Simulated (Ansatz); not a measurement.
mesitylene (C₉H₁₂), singlet, at a GFN2-xTB geometry; HF/STO-3G (Ansatz, a first-principles code).

Here is a job for Ansatz.
Ansatz 0.2 input:
```yaml
crystal:
  periodic: [false, false, false]
  atoms:
    - {symbol: C, position_ang: [-2.43977067, -1.55518866, -0.09872202]}
    - {symbol: C, position_ang: [-1.17708094, -0.74857989, -0.03460150]}
    - {symbol: C, position_ang: [-1.22028180, 0.63706331, -0.09221986]}
    - {symbol: C, position_ang: [-0.05733351, 1.39342561, -0.05578182]}
    - {symbol: C, position_ang: [-0.12133910, 2.89132726, -0.09203453]}
    - {symbol: C, position_ang: [1.16335745, 0.74088573, 0.04109994]}
    - {symbol: C, position_ang: [1.23408869, -0.64376726, 0.10028694]}
    - {symbol: C, position_ang: [2.56139362, -1.33719340, 0.18111157]}
    - {symbol: C, position_ang: [0.05665165, -1.37684850, 0.06069939]}
    - {symbol: H, position_ang: [-2.33594721, -2.48355683, 0.45850631]}
    - {symbol: H, position_ang: [-3.28028452, -0.99393173, 0.30309087]}
    - {symbol: H, position_ang: [-2.66752655, -1.80829222, -1.13496674]}
    - {symbol: H, position_ang: [-2.17658974, 1.13653249, -0.16531012]}
    - {symbol: H, position_ang: [-0.21466574, 3.28448071, 0.92109888]}
    - {symbol: H, position_ang: [-0.98249537, 3.22945622, -0.66408556]}
    - {symbol: H, position_ang: [0.78140926, 3.30815393, -0.53277160]}
    - {symbol: H, position_ang: [2.07519379, 1.32131061, 0.07255664]}
    - {symbol: H, position_ang: [3.29708597, -0.71106919, 0.68081977]}
    - {symbol: H, position_ang: [2.47529639, -2.27892706, 0.71853165]}
    - {symbol: H, position_ang: [2.92943154, -1.55453573, -0.82240369]}
    - {symbol: H, position_ang: [0.10097980, -2.45636624, 0.10590487]}
basis:
  gaussian:
    orbitals: STO-3G
hamiltonian:
  xc: hf
```

The log (banner, timings and long lists left out):

```
Functional definition: HF
802 factors; integrals over basis functions are off by at most 5.5e-5 eV
mean field evaluation 1: about -9348.9811 eV, gradient 2.0e1 eV
mean field evaluation 2: about -9349.4695 eV, gradient 1.9e1 eV
mean field evaluation 4: about -9350.9779 eV, gradient 1.0e0 eV
mean field evaluation 8: about -9350.9796 eV, gradient 1.5e-5 eV
mean field -9350.97958948 eV, -343.6421615919 hartree, gradient 2.9e-5 eV, S^2 0.000000; 0 other end points of the search recorded, 0 dependent functions left out
reference -9350.97958948 eV, -343.6421615919 hartree; 33, 33 occupied and 24, 24 virtual orbitals, 802 factors
Total energy: -9350.97958948 eV, -343.6421615919 hartree
```
